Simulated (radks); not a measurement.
Problem. All-electron calculation, scalar-relativistic Kohn-Sham, LDA (Slater exchange, Perdew-Wang correlation), spin-polarised, spherical densities, finite nucleus; open shells are filled with parallel spins first; Fermi nuclear charge, rms radius of each element as measured or else 0.836 A^(1/3) + 0.57 fm. Program: a radial shooting solver on a logarithmic mesh with Libxc functionals. Response by self-consistent Sternheimer equations with the Hartree and adiabatic LDA kernel, the relativistic mass of each level held fixed and spin-orbit coupling left out. Rank Cl+, Cl, Cl3+, Cl5+, Cl4+, Cl6+, Cl2+ (NIST ground configurations) by static dipole polarisability, largest first.

Solution. Cl 15.84, Cl+ 8.840, Cl2+ 5.834, Cl3+ 4.300, Cl4+ 3.349, Cl5+ 2.751, Cl6+ 1.759 bohr^3.
